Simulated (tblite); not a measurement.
H$_{6}$PSi$_{2}$ (SMILES [SiH3][P][SiH3]), doublet, at a GFN2-xTB geometry; GFN1-xTB run with tblite 0.6.0.

tblite was given this input:
```
$ tblite run mol.xyz --method gfn1 --charge 0 --spin 1 --etemp 2000 --json tblite.json --no-restart

# file mol.xyz
9

Si     1.71516953    -0.02407226     0.40586516
P     -0.01171265    -0.32688551    -0.96401839
Si    -1.70604912     0.27861140     0.34479646
H      2.90877293    -0.43611419    -0.32837985
H      1.82873691     1.38396675     0.79412636
H      1.57325971    -0.83041285     1.62069765
H     -1.80072187    -0.60210178     1.51167243
H     -2.91838096     0.16796599    -0.46241631
H     -1.54366261     1.65643084     0.81531288
```

Task: Predict the main parts of the log of this tblite run.

Result: 
```
xTB calculator
 | screened Coulomb repulsion
 | Coulomb electrostatics
 |  * isotropic Klopman-Ohno-Mataga-Nishimoto electrostatics
 |  * onsite third-order electrostatics
 | DFT-D3(BJ) dispersion correction

halogen bonding energy    0.0000000000000E+00 Eh
repulsion energy          7.3554326030342E-02 Eh
dispersion energy        -3.4088559785918E-03 Eh
number of electrons       1.9000000000000E+01 e
integral cutoff           2.8146159136829E+01 bohr

------------------------------------------------------------
  cycle        total energy    energy error   density error
------------------------------------------------------------
      1     -9.545455084380  -9.6156006E+00   3.0915742E-01
      2     -9.554013185990  -8.5581016E-03   1.7832579E-01
      3     -9.554165362076  -1.5217609E-04   2.5304071E-02
      4     -9.554102212274   6.3149801E-05   1.3483873E-02
      5     -9.554925997665  -8.2378539E-04   4.1194907E-03
      6     -9.554977317320  -5.1319655E-05   7.0659628E-04
      7     -9.554978434091  -1.1167716E-06   1.3730252E-04
      8     -9.554978467368  -3.3276340E-08   3.9377024E-05
      9     -9.554978470622  -3.2543568E-09   1.4417574E-05
------------------------------------------------------------

electronic energy        -9.6251239406736E+00 Eh
total energy             -9.5549784706219E+00 Eh

Post processing:
 | Mayer-Wiberg bond orders

[Info] JSON dump of results written to 'tblite.json'
```
